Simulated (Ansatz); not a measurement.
Job for Ansatz (an electronic-structure program): R-BLYP/def2-TZVPP on C2H4F2 (SMILES FCCF), a point of a torsion scan.

Ansatz 0.2 input:
```yaml
crystal:
  periodic: [false, false, false]
  atoms:
    - {symbol: F, position_ang: [1.39551088, 0.66797120, -0.80482814]}
    - {symbol: C, position_ang: [0.75369333, -0.15168126, 0.07779244]}
    - {symbol: C, position_ang: [-0.77176406, 0.02203891, -0.03322346]}
    - {symbol: F, position_ang: [-1.10564528, 0.57331802, -1.23630871]}
    - {symbol: H, position_ang: [1.10657329, 0.10140785, 1.08169165]}
    - {symbol: H, position_ang: [1.05542699, -1.17237435, -0.18238772]}
    - {symbol: H, position_ang: [-1.28418843, -0.94127619, 0.04335331]}
    - {symbol: H, position_ang: [-1.14787169, 0.71163141, 0.73069480]}
basis:
  gaussian:
    orbitals: def2-TZVPP
hamiltonian:
  xc: {name: BLYP}
scf: {lower_state_search: off}
```

Program output:

```
WARN ansatz: RAYON_NUM_THREADS=1 ignored (pool sized by the plan → 1); use --threads N
Functional definition: BLYP
these checks for a lower state are left out or cut short: stability, starts, cluster_reference, orbital_swaps, neighbouring_geometries, increment
integrals: 0.07 GiB planned
908 factors; their error is unknown
mean field: 0.61 GiB planned
mean field evaluation 1: about -7568.3878 eV, gradient 5.2e1 eV
mean field evaluation 2: about -7563.2250 eV, gradient 7.0e1 eV
mean field evaluation 4: about -7574.1948 eV, gradient 1.8e0 eV
mean field evaluation 8: about -7574.1987 eV, gradient 1.6e-1 eV
mean field evaluation 16: about -7574.1693 eV, gradient 4.6e-4 eV
mean field -7574.16925393 eV, -278.3455861254 hartree, gradient 6.3e-6 eV, S^2 0.000000; 0 other end points of the search recorded, 0 dependent functions left out
reference -7574.16954880 eV, -278.3455969617 hartree; 17, 17 occupied and 163, 163 virtual orbitals, 908 factors
Total energy: -7574.16954880 eV, -278.3455969617 hartree
Checks for a lower state left out: stability, starts, cluster_reference, orbital_swaps, neighbouring_geometries, increment
```

The run converged.

Cost: about 1.5 core-seconds (a rough figure).
